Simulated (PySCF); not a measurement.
Al(Me)(OH)2 (CH5AlO2), SMILES [OH][Al]([OH])[CH3]. Atoms are numbered in the order given.

```xyz
9

Al     0.0379     0.0358     0.0031
C     -1.4327    -1.2297    -0.1293
H     -1.1000    -2.1661    -0.6235
H     -2.2803    -0.8157    -0.7103
H     -1.8042    -1.5114     0.8775
O     -0.0926     1.5365    -0.8309
H      0.5788     2.2347    -0.8364
O      1.4066    -0.4070     0.9487
H      2.1975     0.1351     1.0856
```

Coordinates come from a PBE-D3(BJ)/def2-SVP optimisation. The isomer is the one that the SMILES or the coordinates give; other isomers of the formula were not compared. One conformer was computed; it need not be the lowest.

Calculation: PBE-D3(BJ)/def2-SVP run with PySCF.

Frequencies are harmonic and unscaled.

A small imaginary wavenumber (i) marks a very flat motion, where grid noise or a shallow saddle decides the sign.

Q: Estimate the vibrational spectrum. (An estimate is asked for; the answer gives what the named calculation found.)

A: 
```csv
mode,ν (cm⁻¹),IR (km/mol),moving atoms (share of kinetic energy)
1,28i,0.8,H 96 %
2,183,0.1,"O 35 %, H 28 %, C 23 %, Al 14 %"
3,224,6.6,"Al 56 %, H 22 %, O 19 %"
4,237,27.0,"O 54 %, H 22 %, Al 15 %, C 9 %"
5,272,0.7,H 93 %
6,357,271.3,"H 83 %, O 15 %"
7,500,273.2,"H 88 %, O 11 %"
8,580,0.2,"O 54 %, H 37 %"
9,589,4.2,"H 46 %, C 40 %, O 8 %"
10,648,34.9,"H 75 %, C 18 %"
11,678,50.1,"H 74 %, C 21 %"
12,823,126.8,"Al 42 %, O 35 %, H 18 %"
13,894,128.0,"Al 50 %, O 44 %"
14,1165,20.8,"H 78 %, C 21 %"
15,1379,1.3,H 96 %
16,1381,1.7,H 95 %
17,2976,2.0,H 97 %
18,3068,3.1,"H 91 %, C 9 %"
19,3087,3.6,"H 91 %, C 9 %"
20,3824,31.1,H 94 %
21,3828,71.9,H 94 %
```
